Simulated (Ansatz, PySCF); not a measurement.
C₅H₆Se, SMILES C#C[C@@H]1[C@H]([SeH])C1. Atoms are numbered in the order given.

```xyz
12

C      2.7678    -0.9336     0.6378
C      1.6160    -1.2472     0.4302
C      0.2627    -1.6428     0.1547
C     -0.8407    -1.4339     1.1610
C     -0.8340    -0.6239    -0.0959
Se    -0.5055     1.2644     0.0301
H      3.7851    -0.6498     0.8328
H      0.1830    -2.5449    -0.4627
H     -1.5911    -2.2214     1.2669
H     -0.5640    -0.9270     2.0886
H     -1.5557    -0.9004    -0.8692
H      0.5288     1.2925    -1.0169
```

The structure is a stationary point at PBE0-D3(BJ)/def2-SVP. The structure was generated by enumeration; whether it is a known compound was not checked. One conformer was computed; it need not be the lowest.

Two levels are set side by side: PBE-D3(BJ)/def2-SVP (Ansatz, an electronic-structure program) and PBE0-D3(BJ)/def2-SVP (Ansatz). Each level has its own optimised geometry; the coordinates shown are those of the second. Frequencies come from the Hessian of PySCF at each geometry. Differences are taken from unrounded values.

```tsv
quantity	PBE0-D3(BJ)
mean bond length (Å)	1.334
bond C1–C2 (Å)	1.212
bond C2–C3 (Å)	1.437
bond C3–C4 (Å)	1.508
bond C3–C5 (Å)	1.518
bond C4–C5 (Å)	1.495
bond C5–Se6 (Å)	1.921
bond C1–H7 (Å)	1.074
bond C3–H8 (Å)	1.096
bond C4–H9 (Å)	1.093
bond C4–H10 (Å)	1.093
bond C5–H11 (Å)	1.093
bond Se6–H12 (Å)	1.472
highest harmonic wavenumber (cm⁻¹)	3492
mean harmonic wavenumber (cm⁻¹)	1304
zero-point energy (kcal/mol)	55.94
```

**Question.** What does PBE-D3(BJ) give, and how far is it from PBE0-D3(BJ)? (The exact figures need the calculation; the answer reports its results.)

**Answer.** 
| quantity | PBE-D3(BJ) | PBE-D3(BJ) minus PBE0-D3(BJ) |
|---|---|---|
| mean bond length (Å) | 1.345 | 0.011 |
| bond C1–C2 (Å) | 1.224 | 0.012 |
| bond C2–C3 (Å) | 1.438 | 0.001 |
| bond C3–C4 (Å) | 1.522 | 0.014 |
| bond C3–C5 (Å) | 1.533 | 0.015 |
| bond C4–C5 (Å) | 1.505 | 0.010 |
| bond C5–Se6 (Å) | 1.941 | 0.021 |
| bond C1–H7 (Å) | 1.081 | 0.007 |
| bond C3–H8 (Å) | 1.105 | 0.009 |
| bond C4–H9 (Å) | 1.101 | 0.008 |
| bond C4–H10 (Å) | 1.100 | 0.008 |
| bond C5–H11 (Å) | 1.102 | 0.008 |
| bond Se6–H12 (Å) | 1.487 | 0.015 |
| highest harmonic wavenumber (cm⁻¹) | 3410 | -82 |
| mean harmonic wavenumber (cm⁻¹) | 1253 | -51 |
| zero-point energy (kcal/mol) | 53.74 | -2.20 |

GGA bonds tend to be longer and softer than those of functionals with exact exchange. Differences between two approximate levels are no errors against the true value.
